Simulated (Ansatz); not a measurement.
System: SnCl2, charge 0, triplet. SnCl2 (SMILES [Cl][Sn][Cl], triplet).
B3LYP-D3(BJ)/def2-TZVP minimum from Ansatz (a quantum-chemistry and plane-wave program):
```
Sn
Cl 1 2.3820
Cl 1 2.3820 2 119.10
```
Charge 0, spin multiplicity 3.

Total energies in def2-SVP, 18 correlated electrons, 19 frozen orbitals. Radicals and triplets start from unrestricted determinants; spin-orbit coupling is neglected. Correlated methods leave the cores frozen (noble-gas shells, and filled d and f shells in the p block). Past Kr the def2 sets carry scalar-relativistic core potentials. Spin-orbit terms, left out, reach several kcal/mol for Br and I, and more for heavier atoms. The spin of Cl2Sn ([Cl][Sn][Cl], triplet) was assumed, and the state is the lowest solution found for it.

| method | program | energy (Eh) | minus CCSDT(Q) (mEh) |
|---|---|---|---|
| HF | Ansatz | -1132.09124 | 348.45 |
| MP2 | Ansatz | -1132.39875 | 40.94 |
| CCSD | Ansatz | -1132.42954 | 10.15 |
| CCSD(T) | Ansatz | -1132.43778 | 1.91 |
| CCSDT(Q) | Ansatz | -1132.43970 | 0.00 |

Rough core times of Ansatz's runs on a shared machine: CCSD(T) under 20 s, CCSDT(Q) 4 min.
